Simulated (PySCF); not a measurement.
Species: C₅H₄N₃O (doublet state).
Z-matrix (Å and degrees, GFN2-xTB geometry), rows numbered from 1:
```
C 
C   1  1.4970
O   2  1.4330  1  106.09
C   3  1.3230  2  107.90  1     2.41
N   4  1.2876  3  127.72  2   171.98
N   5  1.3125  4  119.06  3   177.19
C   6  1.3150  5  120.55  4     0.00
N   7  1.3159  6  124.87  5    11.23
C   8  1.3450  7  116.16  6   -11.83
H   1  1.0699  2  123.47  3   172.13
H   2  1.0988  1  113.34  3   119.32
H   2  1.0974  1  112.83  3  -117.68
H   7  1.0787  6  116.86  5  -176.55
```

As a line formula: `[CH]1COc2nncnc21` [radical].

Level of theory: UKS B3LYP, pcH-1 on C H N O, non-relativistic, mean-field spin-orbit, GIAO (PySCF 2.14.0). Isolated species at its GFN2-xTB geometry, gas phase. A GFN2-xTB geometry isn't a minimum of the functional, and hyperfine couplings can be far from their values at a DFT geometry. No stability test was run, so a lower SCF solution isn't excluded. ⟨S²⟩ is 0.776 where a pure state has 0.75.

Problem. What is the g tensor, term by term?

Solution. 
```tsv
Δg (ppm)	1	2	3
relativistic mass correction	-197	-197	-197
gauge correction	-15	32	36
orbital Zeeman/spin–orbit	109	2309	2622
total	-103	2144	2460
```

So g = 2.00222, 2.00446, 2.00478 and g_iso = 2.00382; the tensor is close to axial: the two nearest values differ by 12 % of g3 − g1. Axes: g2 points within 12° of the C7–N8 bond and g3 points within 10° of the C1–C2 bond.

Problem. What are the electron Larmor frequencies g μB B/h along the three axes at 330 mT?

Solution. 9.2478, 9.2581, 9.2596 GHz for g1, g2 and g3, a range of 11.8 MHz.

Problem. What effective moment and Curie constant follow for a powder?

Solution. With the mean of g² = 4.0153 and S(S+1) = 0.75: μ_eff = √(⟨g²⟩S(S+1)) = 1.735 μB and χT = 0.12505·⟨g²⟩·S(S+1) = 0.377 cm³ K/mol (cgs; spin-Hamiltonian part alone).

Problem. Average each term over the three axes. Which is largest in size?

Solution. The orbital-Zeeman/spin–orbit term 1680, the mass correction -197 and the gauge correction 18 ppm, for a total of 1500 ppm. The orbital-Zeeman/spin–orbit term is the largest in size. The mass correction is the same along every axis, so the anisotropy comes from the other two: their spans along these axes are 50 (gauge) and 2513 ppm (orbital Zeeman/spin–orbit).

Problem. In a frozen sample, at which fields do the three g values resonate at 9.5, 34, 94 and 263 GHz (hyperfine left aside), and which band first spreads them over more than twice a line width of 0.5 mT?

Solution. 
| band | GHz | B(g3) mT | B(g2) mT | B(g1) mT | spread mT |
| --- | --- | --- | --- | --- | --- |
| X | 9.5 | 338.57 | 338.62 | 339.00 | 0.43 |
| Q | 34.0 | 1211.72 | 1211.91 | 1213.27 | 1.55 |
| W | 94.0 | 3350.04 | 3350.57 | 3354.33 | 4.29 |
| J | 263.0 | 9372.98 | 9374.46 | 9384.98 | 12.00 |

The spread grows in proportion to the frequency. Q band is the first where it exceeds 1.0 mT.

The Mulliken spin populations are largest on C1 (+0.57), N6 (+0.27), N8 (+0.24) and C9 (-0.16). Three atoms exceed +0.15. The angles at C1 add up to 359.6°, so it is planar.

The HOMO–LUMO gaps are 4.93 eV among the α and 2.39 eV among the β orbitals.

On an Arm Neoverse V2 with one thread, shared host with 64 logical CPUs at a one-minute load of 43, this took 69 s wall (grids of density and orbitals included) and 0.96 GiB of memory at its peak.
